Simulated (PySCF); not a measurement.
# Energy of Ar²⁺ (argon, charge +2) between two integer charges

The 3p beta orbital of [Ne] 3s2 3p4 is emptied in steps (occupation f), with all orbitals relaxed, ending at [Ne] 3s2 3p3. Computed with PySCF 2.14 in aug-cc-pV(D+d)Z (5s4p3d, 32 functions), with the non-relativistic Hamiltonian (point nucleus). The exact energy is a straight line in f; departures are measured from the line between the end points of the same method.

```tsv
f	UHF (eV)	LDA (eV)	PBE (eV)	PBE0 (eV)	r2SCAN (eV)	LC-wPBE (eV)	BHandHLYP (eV)	wB97X (eV)	CAM-B3LYP (eV)	M06-2X (eV)
1	0.000	0.000	0.000	0.000	0.000	0.000	0.000	0.000	0.000	0.000
0.8	0.149	-1.088	-1.058	-0.761	-0.975	-0.285	-0.483	-0.351	-0.539	-0.502
0.6	0.219	-1.632	-1.582	-1.137	-1.450	-0.421	-0.727	-0.525	-0.810	-0.754
0.4	0.215	-1.631	-1.574	-1.131	-1.434	-0.412	-0.731	-0.524	-0.810	-0.761
0.2	0.140	-1.085	-1.042	-0.748	-0.943	-0.267	-0.490	-0.349	-0.541	-0.518
0	0.000	0.000	0.000	0.000	0.000	0.000	0.000	0.000	0.000	0.000
```

**Question.** For CAM-B3LYP, how does the orbital energy at f = 1 compare with the removal energy?

**Answer.** −ε = 37.470 eV against a total-energy difference of 40.837 eV. By Janak's theorem ε = ∂E/∂f, so the gap between them reflects the curvature. Along the path −ε is 38.812 (f = 0.8), 40.159 (f = 0.6), 41.509 (f = 0.4), 42.861 (f = 0.2) eV.

```csv
method,E(f=0) − E(f=1) (eV),−ε at f=1 (eV),−ε at f=0.4 (eV)
UHF,39.320,40.275,39.119
LDA,40.826,34.036,42.196
PBE,40.704,34.083,42.062
PBE0,40.690,35.918,41.671
r2SCAN,40.623,34.480,41.906
LC-wPBE,40.878,39.077,41.271
BHandHLYP,40.650,37.644,41.238
wB97X,40.689,38.492,41.130
CAM-B3LYP,40.837,37.470,41.509
M06-2X,40.660,37.531,41.232
```

Reference removal energy between the ground levels: 40.735 ± 0.012 eV (semi-empirical (NIST evaluation); NIST Atomic Spectra Database, ionization energies). The calculation has no spin-orbit coupling. UHF lacks correlation.
